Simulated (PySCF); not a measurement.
Ligands exchanged one at a time, B NH2-H. Gas-phase values, no solvent. Strings in code marks are SMILES.

The S1 excitation (TDA) from two functionals at the same geometries (B3LYP-D3(BJ)/def2-TZVP), both in PySCF: PBE-D3(BJ)/def2-TZVP and B3LYP-D3(BJ)/def2-TZVP. B3LYP has the VWN-RPA correlation part, as in Gaussian. Excitations are Tamm–Dancoff values on a coarser integration grid. The basis has no diffuse functions, so Rydberg states are missing or too high.

```
species                           B3LYP-D3(BJ)/def2-TZVP (eV)
--------------------------------  ---------------------------
0 of 3 NH2 replaced by H                                 5.76
1 of 3 NH2 replaced by H (`NBN`)                         6.23
2 of 3 NH2 replaced by H (`BN`)                          7.28
```

What does PBE-D3(BJ)/def2-TZVP give for each?


- 0 of 3 NH2 replaced by H: 5.24
- 1 of 3 NH2 replaced by H (`NBN`): 5.87
- 2 of 3 NH2 replaced by H (`BN`): 6.96
Over these rows, drawn at random from the members with no instability flagged (it was tested for open shells, ions and some series alone), PBE minus B3LYP-D3(BJ): mean -0.40 eV, from -0.52 eV to -0.32 eV.
